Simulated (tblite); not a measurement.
A tight-binding relaxation on `Oc1ccc(OC(F)F)o1`.

Computed with GFN2-xTB geometry optimisation, gas phase (tblite 0.8.0). Start geometry: from a force field or distance geometry. The command runs a driver script over a list of jobs; the input below is this job's line of settings and its coordinates in Å.

Command:
```bash
OMP_NUM_THREADS=1 python probes_run.py task.json out
```

Input:
```
{"job": {"kind": "relax", "xc": "GFN2-xTB", "basis": "xTB"}, "charge": 0, "multiplicity": 1}
O     -2.342600     1.495500    -0.137000
C     -1.622200     0.421600    -0.307600
C     -1.880000    -0.885400    -0.638500
C     -0.641000    -1.541700    -0.638900
C      0.301000    -0.607800    -0.273700
O      1.614200    -0.685600    -0.129900
C      2.268400     0.508300     0.274600
F      3.611300     0.279800     0.222400
F      1.982200     0.744800     1.581800
O     -0.297900     0.604500    -0.078300
H     -1.715900     2.173200     0.146300
H     -2.867300    -1.294100    -0.864400
H     -0.448300    -2.588200    -0.836100
H      2.037500     1.374500    -0.347900
```

Output:
```
step      E/eV     max force
  0    -936.04582    2.793
  1    -936.19032    1.768
  2    -936.23163    0.486
  3    -936.24179    0.343
  4    -936.25019    0.316
  5    -936.26047    0.257
  6    -936.26612    0.215
  7    -936.27298    0.190
  8    -936.27718    0.181
  9    -936.28035    0.154
... (36 lines left out)
 46    -936.29659    0.035
 47    -936.29676    0.035
 48    -936.29694    0.040
 49    -936.29709    0.035
 50    -936.29719    0.022
 51    -936.29726    0.015
 52    -936.29729    0.015
 53    -936.29733    0.016
 54    -936.29736    0.014
 55    -936.29738    0.009
```

«max force» is the largest atomic force in eV/Å.

Task: From which step on does the largest force stay under 0.1 eV/Å, and how much energy is left to gain from there?

Result: From step 21 (0.098 eV/Å), 5.0 meV above the end.

Main results: energy lowered by 5.8 kcal/mol over 55 steps; largest atomic force 0.009 eV/Å at the end.

Task: Give the final coordinates.

Result: 0.121 Å rms from the input after alignment:
```
atom  x, y, z in Å
O1    -2.4493    1.4803   -0.1884
C2    -1.6279    0.4300   -0.2982
C3    -1.8659   -0.8511   -0.6736
C4    -0.6060   -1.5180   -0.6193
C5     0.2879   -0.5862   -0.2162
O6     1.6307   -0.7105    0.0108
C7     2.3109    0.4312    0.2778
F8     3.6129    0.1863    0.1003
F9     2.1678    0.8021    1.5735
O10   -0.3089    0.6166   -0.0132
H11   -1.9596    2.2348    0.1627
H12   -2.8077   -1.2704   -0.9532
H13   -0.4053   -2.5425   -0.8445
H14    2.0198    1.2970   -0.3456
```
Labels such as C1 count atoms from 1, the log's own numbers from 0.
